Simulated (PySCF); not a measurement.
Harmonic spectrum computed at PBE in the def2-TZVP basis family (core potentials from Rb on, PySCF, no spin–orbit coupling):

| symmetry | ω (cm⁻¹) | IR (km/mol) |
| --- | --- | --- |
| a1 | 1584 | 71.6 |
| a1 | 3693 | 1.9 |
| b2 | 3801 | 33.7 |

Which molecule gave it? In each, all ligands are bound to the one heavy central atom.
A. H₂O (singlet)
B. CrH₂ (quintet)
C. BeH₂ (singlet)
D. MgH₂ (singlet)

A. It has C2v symmetry with O–H 0.971 Å (×2).
